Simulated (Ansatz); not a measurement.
Born–Oppenheimer molecular dynamics of AlClFH₃O₂ (8 atoms, charge 0, multiplicity 1). It starts at the highest image of a converged band, a first-order saddle point between two minima.

Level of theory: RKS PBE-D4/6-31G* (Ansatz).

| Property | Result |
| --- | --- |
| ensemble | NVE (velocity Verlet) |
| time step | 0.5 fs |
| steps asked | 200 |
| starting velocities drawn for | 300 K |
| seed | 2466 |

First frame:

```xyz
8
Properties=species:S:1:pos:R:3
Al 0.057 0.547 -0.153
O -0.013 -0.076 1.755
H -0.926 -0.425 1.883
O 1.380 -0.182 -0.976
H 1.930 -0.844 -0.525
Cl -1.940 -0.056 -0.660
F 0.189 2.151 0.339
H 0.014 0.793 2.219
```

(1) How far do the bonds stretch over the last three quarters of this one trajectory? (Pairs bonded in most of those frames.)

Results:

(1) 
```
   bond  mean (Å)  spread (Å)  shortest  longest
 Al1–O2     1.994       0.036      1.94     2.04
 Al1–O4     1.724       0.024      1.69     1.76
Al1–Cl6     2.162       0.020      2.11     2.18
 Al1–F7     1.678       0.020      1.64     1.71
  O2–H3     0.985       0.010      0.97     1.01
  O2–H8     0.983       0.012      0.96     1.00
  O4–H5     0.980       0.028      0.94     1.02
```

Mean temperature of the second half: 235 K. The conserved energy stayed within 0.19 meV per atom of its start (net change 0.11 meV per atom), so the integration is sound. A run of 0.1 ps of so small a system gives no equilibrium averages. The orbitals stay closed-shell, which can raise the energy where a bond breaks towards radicals; this wasn't checked here.

The run took 4.2 min on 2 threads of Arm Neoverse V2, with other jobs on the host, peak memory 0.13 GiB.
